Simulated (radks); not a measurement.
The numbers below are computed, except where a source is named.
Charge is removed step by step from the 5p3/2 level of the gadolinium ion Gd+, starting from [Kr] 4d10 4f7 5s2 5p(1/2: 2, 3/2: 4) 5d1 6s1. Level of theory: Dirac Kohn-Sham, PBE, spin-unpolarised, spherical densities, finite nucleus; open shells fill j = l - 1/2 first; Fermi nuclear charge, rms radius 5.1569 fm (a radial shooting solver on a logarithmic mesh with Libxc functionals).

\begin{tabular}{lrrr}
removed (e) & E - E(0) (eV) & eigenvalue (eV) & E minus straight line (eV) \\ \hline
0 & 0.000 & -32.190 & 0.000 \\
0.1 & 3.274 & -33.293 & -0.517 \\
0.2 & 6.659 & -34.412 & -0.922 \\
0.3 & 10.157 & -35.546 & -1.215 \\
0.4 & 13.769 & -36.693 & -1.394 \\
0.5 & 17.496 & -37.854 & -1.457 \\
0.6 & 21.340 & -39.027 & -1.404 \\
0.7 & 25.302 & -40.212 & -1.232 \\
0.8 & 29.383 & -41.408 & -0.942 \\
0.9 & 33.584 & -42.614 & -0.532 \\
1 & 37.906 & -43.831 & 0.000 \\
\end{tabular}

Removing the whole electron costs 37.906 eV by Delta-SCF, against 32.190 eV from minus the eigenvalue at the starting occupation. Slater's transition state (half an electron removed) gives 37.854 eV. Integrating minus the eigenvalue over the occupation (Janak's theorem) gives 37.906 eV. The mean slope of the eigenvalue, de/dn, is 11.6 eV per electron.
